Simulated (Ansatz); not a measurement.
Cartesian coordinates in Å:
```
C -0.664 1.612 0.230
Al -0.057 -0.035 -0.602
C 0.708 -1.560 0.325
Cl -0.235 -0.203 -2.702
H -1.068 2.322 -0.494
H -1.440 1.406 0.975
H 0.157 2.100 0.764
H 0.114 -2.461 0.144
H 0.770 -1.407 1.405
H 1.715 -1.774 -0.047
```

Total charge 0; spin multiplicity 1.

Question: List the ωB97M-V/def2-TZVPP orbital energies in eV (Ansatz). (Estimate.)

Answer: Ansatz gave: Occupied: -2771.24, -1532.21, -280.77, -280.75, -261.65, -199.08, -199.03, -199.01, -116.81, -76.48, -76.32, -76.23, -24.93, -21.95, -21.69, -14.00, -13.75, -13.70, -13.55, -13.49, -11.48, -11.44, -11.41, -10.11. Lowest empty: 0.97, 1.36, 2.92, 3.07, 4.30, 4.36, 4.52, 4.58.
